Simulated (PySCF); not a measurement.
Ionising ZrCl

PBE; PySCF, scalar-relativistic core potentials, basis sets Zr def2-TZVPPD with ECP28, Cl def2-TZVPPD. Neutral (UKS): quartet (σ ↑, δ ↑↑), Re = 2.323 Å, ωe = 387 cm⁻¹, HOMO -3.29 eV, LUMO -3.00 eV.

ZrCl⁺ (UKS): triplet (σ ↑, δ ↑), Re = 2.233 Å, ωe = 460 cm⁻¹. The energies at the minima are -507.04519 hartree for ZrCl and -506.80673 for ZrCl⁺.

(1) Work out the adiabatic ionisation energy, without and with harmonic zero-point energies (1 hartree = 27.2114 eV, 1 eV = 8065.5 cm⁻¹), and the change of the bond length.

De is left out where the level can put another filling of the metal’s s and d shells below the measured ground configuration, by anything from nothing to about 1 eV. Spin–orbit coupling is left out, which matters for elements this heavy, above all for dissociation energies. The state is the lowest single determinant that the PBE0 search found; with open d or f shells the true ground state can be another one.

Answers

(1) At PBE: 0.23846 hartree = 6.489 eV between the minima; the zero-point term (460.0 − 387.0)/2 cm⁻¹ = +0.005 eV makes it 6.493 eV. Re changes by -9.0 pm against the neutral. The electron leaves a δ orbital; in so polar a molecule the change of length follows mostly from the change of the ionic charges.
